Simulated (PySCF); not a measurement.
C$_{3}$H$_{10}$O$_{3}$Sn, charge -1, doublet, at the geometry of the source list (a state made from the parent by changing its charge; the spin is typed, not shown lowest) (core potentials on Sn) (in this run its highest filled SCF level lies above zero, so its values depend strongly on the basis, on diffuse functions most of all); DF-HF/def2-SVP (PySCF).

PySCF was given this input:
```python
from pyscf import gto, scf

mol = gto.M(
    atom='''
C    -1.06780000   -1.50970000   -0.60420000
C    -1.05330000   -0.20420000    0.15260000
C    -1.64180000    0.94380000   -0.63140000
Sn    1.05710000    0.27300000    0.71610000
O     2.25900000   -0.03880000   -0.85760000
O     1.84290000   -0.86720000    2.13940000
O     1.48370000    2.14480000    1.24820000
H    -0.51280000   -1.42520000   -1.53370000
H    -0.63560000   -2.31580000   -0.01500000
H    -2.09830000   -1.77410000   -0.84040000
H    -1.54900000   -0.30860000    1.12010000
H    -2.69330000    0.73690000   -0.82900000
H    -1.13410000    1.06360000   -1.58610000
H    -1.57950000    1.87960000   -0.07820000
H     3.17060000    0.20830000   -0.71270000
H     2.45990000   -1.52100000    1.80480000
H     1.69250000    2.71460000    0.50700000
''',
    basis='def2-svp',
    ecp={'Sn': 'def2-svp'},
    charge=-1,
    spin=1,
    verbose=4,
)

mf = scf.UHF(mol)
mf.diis = False
mf.max_cycle = 100
mf = mf.density_fit(auxbasis='def2-universal-jkfit')
mf.kernel()
```

It wrote (shortened):

```
PySCF version 2.14.0

[INPUT] verbose = 4
[INPUT] num. atoms = 17
[INPUT] num. electrons = 75
[INPUT] charge = -1
[INPUT] spin (= nelec alpha-beta = 2S) = 1
[INPUT] symmetry False subgroup None
[INPUT] Mole.unit = angstrom
[INPUT] Symbol           X                Y                Z      unit          X                Y                Z       unit  Magmom
[...]
nuclear repulsion = 471.865850442273
number of shells = 76
number of NR pGTOs = 275
number of NR cGTOs = 160
basis = def2-svp
ecp = {'Sn': 'def2-svp'}

******** <class 'pyscf.df.df_jk.DFUHF'> ********
method = DFUHF
initial guess = minao
damping factor = 0
level_shift factor = 0
DIIS disabled
SCF conv_tol = 1e-09
SCF conv_tol_grad = None
SCF max_cycles = 100
direct_scf = False
number electrons alpha = 38  beta = 37
Set gradient conv threshold to 3.16228e-05
******** <class 'pyscf.df.df.DF'> ********
auxbasis = def2-universal-jkfit
init E= -533.720106263651

cycle= 1 E= -555.785430589527  delta_E= -22.1  |g|= 1.53  |ddm|= 5.77
cycle= 2 E= -556.516270538418  delta_E= -0.731  |g|= 0.983  |ddm|= 12.4
cycle= 3 E= -556.793496161628  delta_E= -0.277  |g|= 0.684  |ddm|= 11.9
cycle= 4 E= -556.972557774344  delta_E= -0.179  |g|= 0.409  |ddm|= 1.93
cycle= 5 E= -557.016578386614  delta_E= -0.044  |g|= 0.256  |ddm|= 0.826
cycle= 6 E= -557.031378663206  delta_E= -0.0148  |g|= 0.178  |ddm|= 0.462
cycle= 7 E= -557.038049046968  delta_E= -0.00667  |g|= 0.127  |ddm|= 0.281
cycle= 8 E= -557.041281112706  delta_E= -0.00323  |g|= 0.092  |ddm|= 0.208
cycle= 9 E= -557.042976872071  delta_E= -0.0017  |g|= 0.0667  |ddm|= 0.138
cycle= 10 E= -557.043857388934  delta_E= -0.000881  |g|= 0.0487  |ddm|= 0.106
cycle= 11 E= -557.044330357657  delta_E= -0.000473  |g|= 0.0356  |ddm|= 0.0735
cycle= 12 E= -557.044582732365  delta_E= -0.000252  |g|= 0.0261  |ddm|= 0.0564
cycle= 13 E= -557.044720446886  delta_E= -0.000138  |g|= 0.0192  |ddm|= 0.0405
cycle= 14 E= -557.044795734932  delta_E= -7.53e-05  |g|= 0.0141  |ddm|= 0.0306
cycle= 15 E= -557.044837647287  delta_E= -4.19e-05  |g|= 0.0105  |ddm|= 0.023
cycle= 16 E= -557.044861177458  delta_E= -2.35e-05  |g|= 0.0077  |ddm|= 0.0171
cycle= 17 E= -557.044874619477  delta_E= -1.34e-05  |g|= 0.00576  |ddm|= 0.0135
cycle= 18 E= -557.044882404746  delta_E= -7.79e-06  |g|= 0.00425  |ddm|= 0.00994
cycle= 19 E= -557.04488699917  delta_E= -4.59e-06  |g|= 0.0032  |ddm|= 0.00819
cycle= 20 E= -557.044889759987  delta_E= -2.76e-06  |g|= 0.00236  |ddm|= 0.00603
cycle= 21 E= -557.04489145363  delta_E= -1.69e-06  |g|= 0.00179  |ddm|= 0.00518
cycle= 22 E= -557.04489251441  delta_E= -1.06e-06  |g|= 0.00133  |ddm|= 0.00383
cycle= 23 E= -557.044893193174  delta_E= -6.79e-07  |g|= 0.00102  |ddm|= 0.0034
cycle= 24 E= -557.044893636681  delta_E= -4.44e-07  |g|= 0.000753  |ddm|= 0.00256
cycle= 25 E= -557.044893932271  delta_E= -2.96e-07  |g|= 0.000584  |ddm|= 0.00231
cycle= 26 E= -557.044894132932  delta_E= -2.01e-07  |g|= 0.000433  |ddm|= 0.00177
cycle= 27 E= -557.044894271394  delta_E= -1.38e-07  |g|= 0.000341  |ddm|= 0.00161
cycle= 28 E= -557.044894368322  delta_E= -9.69e-08  |g|= 0.000254  |ddm|= 0.00126
cycle= 29 E= -557.044894437004  delta_E= -6.87e-08  |g|= 0.000204  |ddm|= 0.00115
cycle= 30 E= -557.044894486171  delta_E= -4.92e-08  |g|= 0.000153  |ddm|= 0.000919
cycle= 31 E= -557.044894521658  delta_E= -3.55e-08  |g|= 0.000126  |ddm|= 0.000831
cycle= 32 E= -557.044894547453  delta_E= -2.58e-08  |g|= 9.56e-05  |ddm|= 0.000676
cycle= 33 E= -557.044894566307  delta_E= -1.89e-08  |g|= 8.01e-05  |ddm|= 0.000606
cycle= 34 E= -557.044894580134  delta_E= -1.38e-08  |g|= 6.21e-05  |ddm|= 0.0005
cycle= 35 E= -557.044894590335  delta_E= -1.02e-08  |g|= 5.3e-05  |ddm|= 0.000446
cycle= 36 E= -557.044894597868  delta_E= -7.53e-09  |g|= 4.19e-05  |ddm|= 0.000371
cycle= 37 E= -557.044894603446  delta_E= -5.58e-09  |g|= 3.62e-05  |ddm|= 0.000329
cycle= 38 E= -557.044894607576  delta_E= -4.13e-09  |g|= 2.93e-05  |ddm|= 0.000277
cycle= 39 E= -557.044894610643  delta_E= -3.07e-09  |g|= 2.55e-05  |ddm|= 0.000244
cycle= 40 E= -557.044894612939  delta_E= -2.3e-09  |g|= 2.09e-05  |ddm|= 0.000206
cycle= 41 E= -557.044894614632  delta_E= -1.69e-09  |g|= 1.83e-05  |ddm|= 0.000181
cycle= 42 E= -557.044894615907  delta_E= -1.28e-09  |g|= 1.53e-05  |ddm|= 0.000154
cycle= 43 E= -557.044894616845  delta_E= -9.38e-10  |g|= 1.34e-05  |ddm|= 0.000135
Extra cycle  E= -557.044894617557  delta_E= -7.13e-10  |g|= 1.12e-05  |ddm|= 0.000115
converged SCF energy = -557.044894617557  <S^2> = 0.77176041  2S+1 = 2.0216433
```
